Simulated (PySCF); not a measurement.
How the method changes the constants of SnN⁺

State: ³Σ⁻ (triplet), unpaired electrons π ↑↑. Set-up: basis Sn def2-TZVPPD with ECP28, N def2-TZVPPD; scalar-relativistic core potentials; PySCF 2.14. De refers to Sn⁺ + N in their high-spin ground configurations, without counterpoise correction. The functionals are run spin-unrestricted. A positive dipole points towards N; it is taken about the centre of mass and depends on that origin.

```
       Level  Re (Å)  ωe (cm⁻¹)  De (eV)  μ (D)
        ROHF   2.081        600   -0.078  -2.17
    ROHF-MP2   2.096        574     1.29    n/a
ROHF-SCS-MP2   2.104        561     1.33    n/a
   ROHF-CCSD   2.109        548     1.28    n/a
ROHF-CCSD(T)   2.120        531     1.44    n/a
         PBE   2.143        523     2.16  -1.63
      PBEsol   2.127        535     2.25  -1.53
        PW91   2.141        525     2.17  -1.64
      r²SCAN   2.120        541     1.75  -1.67
        PBE0   2.110        556     1.76  -1.83
     r²SCAN0   2.100        561     1.47  -1.83
       HSE06   2.112        553     1.78  -1.83
      M06-2X   2.119        542     1.38  -1.99
      B2PLYP   2.116        551     1.64  -2.10
```

The bond length runs from 2.081 Å (ROHF) to 2.143 Å (PBE). De spans -0.08 eV (ROHF, mean field) to 2.25 eV (PBEsol, GGA). Correlation at CCSD(T) changes the Hartree–Fock bond energy by +1.52 eV; the triples alone change it by +0.16 eV.

Correlated steps freeze 5 core orbitals. Spin–orbit coupling is left out, which matters for elements this heavy, above all for dissociation energies. For an ion De counts to the pair picked by the measured ionisation energies or electron affinities, which need not be the lowest pair at this level. B2PLYP dipoles, levels and charges come from its SCF part alone. A negative De means that the minimum lies above the separated atoms at that level. The state was picked by a PBE0 search and need not be the measured ground state.

The whole job (state search and all levels along the bond) took about 7.2 min on 2 threads of Intel Xeon Platinum 8375C @ 2.90GHz (shared host), peak memory 3.3 GiB.
